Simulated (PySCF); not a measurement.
From one molecule to another.

First species: C4H3F3N2Si.
Atom-mapped SMILES: `[N:1]#[C:2][C:3]1=[N:4][Si@H:5]([C:6]([F:7])([F:8])[F:9])[CH2:10]1` (hydrogens: H11 on Si5; H12, H13 on C10)

Second species: C5H7N3.
SMILES with atom numbers: `[CH3:1][CH2:2][c:3]1[cH:4][cH:5][n:6][n:7][n:8]1` (hydrogens: H9, H10, H11 on C1; H12, H13 on C2; H14 on C4; H15 on C5)

Levels: PBE0/def2-SVPD for dipole moment, HOMO energy, LUMO energy, HOMO–LUMO gap, static isotropic polarisability and electronic spatial extent ⟨r²⟩ about the centre of nuclear charge; TDDFT PBE0/def2-SVPD for lowest singlet excitation; TDA PBE0/def2-SVPD for lowest triplet excitation (Tamm–Dancoff); GFN2-xTB for rotational constant A and rotational constant C. Geometries: GFN2-xTB. All species are isolated and taken at one optimised geometry, non-relativistic unless stated; the electronic structure was computed with PySCF and density fitting.

The conformers computed, where there is a choice (atom-mapped SMILES and torsion angles):
- `[N:1]#[C:2][C:3]1=[N:4][Si@H:5]([C:6]([F:7])([F:8])[F:9])[CH2:10]1`: N4–Si5–C6–F7 69°
- `[CH3:1][CH2:2][c:3]1[cH:4][cH:5][n:6][n:7][n:8]1`: C1–C2–C3–C4 83°

Problem. Which of the two has the higher HOMO–LUMO gap, and by how much?

Solution. The first: 5.53 eV against 5.13 eV, a difference of 0.40 eV.

Problem. Which has the higher HOMO energy?

Solution. The second: -6.91 eV against -8.32 eV, a difference of 1.41 eV.

Problem. Which of the two has the higher rotational constant C, and by how much?

Solution. The second: 1.320 GHz against 0.585 GHz, a difference of 0.735 GHz.

Problem. Which has the higher T1 energy?

Solution. The first: 3.00 eV against 2.47 eV, a difference of 0.53 eV.

Problem. Which of the two has the higher rotational constant A, and by how much?

Solution. The second: 4.972 GHz against 2.798 GHz, a difference of 2.174 GHz.

Problem. Which has the higher dipole moment?

Solution. The second: 5.27 D against 3.91 D, a difference of 1.36 D.

Problem. Which has the higher ⟨r²⟩?

Solution. The first: 1843 bohr² against 932 bohr², a difference of 911 bohr².

Problem. Which has the higher S1 energy?

Solution. The first: 3.62 eV against 3.41 eV, a difference of 0.21 eV.

On the first: The polarisability is 12.34 Å³ as a volume (1 au = 0.148185 Å³), or 1.02 au for each of the 82 electrons. The 8 singlets span 3.62 to 6.99 eV, and their oscillator strengths add up to 0.26.

On the second: The principal polarisabilities are 54.9, 77.3 and 96.7 au; their mean is the isotropic value. The vertical singlet–triplet gap S1 − T1 is 0.94 eV (TDDFT singlet less Tamm–Dancoff triplet; S1: HOMO→LUMO, weight 0.99; T1: HOMO→LUMO, weight 0.93).
